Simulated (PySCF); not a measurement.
Cl4H2Si2.

```xyz
8

Si     1.2132     1.3540     0.0000
Cl    -0.1834     2.8758     0.0000
Si     0.0066    -0.6177     0.0000
Cl    -1.1782    -0.7189     1.6647
Cl    -1.1782    -0.7189    -1.6647
Cl     1.2938    -2.2142     0.0000
H      2.0525     1.4443     1.2218
H      2.0525     1.4443    -1.2218
```
Charge 0, spin multiplicity 1.

The structure is a stationary point at ωB97X-D3(BJ)/def2-SVP. Other conformers were not sampled.

All values below come from PBE/pcSseg-1 run with PySCF. Non-relativistic, no solvent.

Computed absolute GIAO shielding of each atom: isotropic value and principal components (ppm):
| atom | σ(iso) | σ11 | σ22 | σ33 | span |
|---|---|---|---|---|---|
| Si1 | 363.5 | 328.3 | 336.2 | 425.9 | 97.7 |
| Cl2 | 1021.5 | 1007.8 | 1025.1 | 1031.7 | 23.8 |
| Si3 | 299.6 | 282.6 | 298.6 | 317.5 | 34.9 |
| Cl4 | 755.1 | 620.3 | 733.6 | 911.3 | 291.0 |
| Cl5 | 755.1 | 620.3 | 733.6 | 911.3 | 291.0 |
| Cl6 | 756.3 | 620.2 | 745.0 | 903.6 | 283.4 |
| H7 | 26.0 | 22.2 | 25.0 | 31.0 | 8.8 |
| H8 | 26.0 | 22.2 | 25.0 | 31.0 | 8.8 |
